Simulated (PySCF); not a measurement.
H4O2Si, SMILES O[SiH2]O (B3LYP/def2-SVP optimised geometry):

```
7

O      0.968    -0.621     0.000
Si    -0.696    -0.621     0.000
O     -1.373     0.899     0.000
H      1.426    -0.470    -0.834
H     -1.099    -1.242     1.278
H     -1.186    -1.376    -1.196
H     -1.426     1.376    -0.836
```

Computed with B3LYP/def2-TZVP (PySCF).

What are the frontier orbital energies and the dipole moment?

HOMO-2 -9.66 eV, HOMO-1 -8.93 eV, HOMO -8.68 eV, LUMO -0.03 eV, LUMO+1 0.52 eV; dipole moment 2.70 D.

Meta-Löwdin charges at B3LYP/def2-TZVP: O1 -0.75, Si2 1.09, O3 -0.75, H4 0.35, H5 -0.12, H6 -0.16, H7 0.35.
